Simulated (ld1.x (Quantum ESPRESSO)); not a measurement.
# Bi (Z = 83): excitation energies, all-electron against RRKJ

| Item | Value |
| --- | --- |
| Element | Bi (Z = 83) |
| Generator | ld1.x (Quantum ESPRESSO) 7.5 |
| Type | norm-conserving RRKJ (Kleinman–Bylander form) |
| Functional | LDA (PZ) |
| Relativity | scalar-relativistic |
| Frozen core | [Xe] 4f14 5d10 |
| Valence charge | 5 |
| Reference configuration | 6s1 6p4 |
| Partial waves | 6p (bound): rc 1.75 bohr; 6s (bound): rc 1.60 bohr |
| Local potential | the s channel |
| Core correction | Bessel-smoothed model core, default radius (core density twice the valence density) |
| rho0 | 0.01 |

Energies are relative to the spin-unpolarised reference configuration 6s1 6p4; without spin polarisation the order of configurations can differ from experiment. Spin-polarised rows fill each open shell by Hund’s rule, majority spin first. The frozen-core shift is the all-electron ΔE with the core orbitals held at their reference shape minus the fully relaxed ΔE.

| valence configuration | charge | ΔE all-electron (eV) | error AE − PS (meV) | frozen-core shift (meV) |
| --- | --- | --- | --- | --- |
| 6s2 6p3 | 0 | -10.177 | -19 | +24 |
| 6s2 6p2 | +1 | -2.023 | -9.4 | +8.6 |
| 6s2 6p1 | +2 | 13.542 | -29 | +29 |
| 6s1 6p0 | +4 | 83.172 | -627 | +727 |
| 6s2 6p2.5 | +0.5 | -6.969 | -13 | +15 |
| 6s1 6p3 | +1 | 8.872 | -11 | +14 |
| 6s2 6p3.3 | -0.3 | -11.329 | -21 | +29 |
| 6s1 6p4 (spin-polarised) | 0 | -1.023 | -11 | +18 |

Q: What are ΔE and the potential's error for 6s2 6p3 (spin-polarised)?

A: ΔE = -11.201 eV all-electron; the error (AE − PS) is -26 meV.

Levels in the configuration 6s1 6p4 (spin-polarised):

```csv
level,all-electron (eV),pseudo (eV)
6s up,-16.353,-16.353
6p up,-5.951,-5.948
6p down,-4.601,-4.614
```

Note: ghost state, extra bound levels that the all-electron valence spectrum of the same l lacks: p at -7348.4 eV. A true bound ghost makes a file unfit for plane-wave use.
